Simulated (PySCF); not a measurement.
BiCl2 (SMILES [Cl][Bi][Cl]), doublet, geometry from GFN2-xTB (such geometries of metal compounds can be far from the true shape) (the spin is typed, not shown lowest) (core potentials on Bi).

Here is a job for PySCF.
```python
from pyscf import gto, scf, dft

mol = gto.Mole()
mol.atom = '''
    Bi    0.31935808   -0.02910973    0.37116121
    Cl    0.59421202    0.41454246   -2.06120785
    Cl   -2.15343088   -0.27241847    0.24906782
'''
mol.basis = 'def2-svp'
mol.ecp = {'Bi': 'def2-svp'}
mol.spin = 1
mol.verbose = 4
mol.build()

mf = dft.UKS(mol)
mf.xc = 'b3lyp'
mf.kernel()
mf.analyze()
```

What does this run give for the <S^2>, number of basis functions, nuclear repulsion energy?


```
Property                         Value
-------------------------  -----------
<S^2>                            0.752
number of basis functions           62
nuclear repulsion energy   208.1854 Eh
```

These values belong to the state on which the SCF converged, which isn't shown to be the lowest.
